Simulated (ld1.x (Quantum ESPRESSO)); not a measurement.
# An all-electron radial function and its pseudo partner (B)

Columns: radius, all-electron u(r) and pseudo u(r) of the 2s shell (level -9.30 eV) of boron in the configuration [He] 2s2 2p1; BLYP, non-relativistic, TM scheme, ld1.x (Quantum ESPRESSO) 7.5.

```
r (bohr)  all-electron   pseudo
   0.110        0.2831  -0.0453
   0.220        0.2927  -0.0928
   0.330        0.1831  -0.1447
   0.440        0.0299  -0.2033
   0.550       -0.1291  -0.2703
   0.660       -0.2758  -0.3461
   0.770       -0.4022  -0.4288
   0.880       -0.5061  -0.5126
   0.990       -0.5882  -0.5888
   1.100       -0.6498  -0.6498
   1.210       -0.6929  -0.6929
   1.320       -0.7196  -0.7196
   1.430       -0.7327  -0.7327
   1.540       -0.7345  -0.7345
   1.650       -0.7273  -0.7273
   1.760       -0.7130  -0.7130
   1.870       -0.6932  -0.6932
   1.980       -0.6693  -0.6693
   2.090       -0.6425  -0.6425
   2.200       -0.6138  -0.6138
   2.310       -0.5839  -0.5839
   2.420       -0.5535  -0.5535
   2.530       -0.5230  -0.5230
   2.640       -0.4929  -0.4929
   2.750       -0.4634  -0.4634
   2.860       -0.4347  -0.4347
```

Task: How many radial nodes do the two functions have?

Result: The all-electron 2s function has n − l − 1 = 1; the pseudo-wave has 0, since the states of the same l below it are removed with the core.

Task: At about which radius was the pseudo-wave matched?

Result: 1.15 bohr, where the columns begin to agree (steps of 0.11 bohr).

Task: Where does each function peak?

Result: Outermost all-electron maximum near 1.54 bohr, pseudo maximum near 1.54 bohr (to the table’s step).

Task: Is the pseudo-wave norm-conserving?

Result: Yes: the TM scheme keeps the norm inside the radius equal to the all-electron one, which fixes the energy derivative of the logarithmic derivative at the level.
